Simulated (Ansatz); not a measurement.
Computed with Ansatz on PBE0-D4/def2-TZVP structures; ΔE is electronic, products minus reactants. CCSD(T)/CBS is the MP2 limit (def2-TZVPP, def2-QZVPP) plus CCSD(T) − MP2 in def2-TZVPP, frozen cores. This one scheme is used for every species. Functionals use def2-TZVPP. def2 core potentials past Kr. For I, Ti outer-core shells are correlated without core-valence functions, which leaves a few kJ/mol of doubt a bond. Scalar relativity is left out up to krypton. Each species was taken in one conformer, which may not be the lowest.

Consider the ligand exchange at a Ti–N bond: `[NH2][Ti]([OH])([OH])[F]` + HI → `[OH][Ti]([OH])([F])[I]` + NH₃.

`[NH2][Ti]([OH])([OH])[F]`:

```xyz
9

N     0.334    0.296   -1.509
Ti   -0.059   -0.334    0.210
O    -1.796   -0.017    0.508
O     1.051    0.468    1.361
F     0.236   -2.083    0.324
H     1.255    0.566   -1.823
H    -0.349    0.422   -2.242
H    -2.300    0.526    1.113
H     1.629    0.156    2.058
```

HI:

Cartesian coordinates in Å:
```
I 0.804 0.043 0.001
H -0.804 -0.043 -0.001
```

`[OH][Ti]([OH])([F])[I]`:

Cartesian coordinates in Å:
```
O -0.133 -0.645 -1.338
Ti 0.225 0.289 0.114
O -0.134 -0.681 1.552
F 1.903 0.793 0.136
I -1.272 2.398 0.097
H 0.091 -0.700 -2.268
H -0.680 -1.454 1.706
```

NH₃:

```xyz
4

N    -0.267    0.039    0.082
H     0.353   -0.096    0.871
H    -0.170   -0.775   -0.514
H     0.084    0.832   -0.440
```

```
        level  ΔE (eV)
      BLYP-D4    -0.81
    CAM-B3LYP    -0.74
  HF/def2-SVP    -0.73
HF/def2-TZVPP    -0.80
```

Question: What does CCSD(T)/CBS give? (Best estimate.)

Answer: Computed: -0.86 eV. The listed levels differ from it by 0.05, 0.12, 0.13, 0.06 eV.

Largest T1 diagnostic among the species: 0.024, so the coupled-cluster value is less sure than usual.

Leaving LDA and LC-ωPBE aside and taking each functional with its dispersion term where it has one, the values, not all of them listed here, spread over 0.20 eV, from PBE-QIDH to CAM-B3LYP-D4. LDA lies +0.04 eV from PBE without D4. In def2-TZVPP, CCSD(T) changes the Hartree–Fock value by −0.05 eV (the triples alone add −0.08 eV) and MP2 by −0.20 eV.
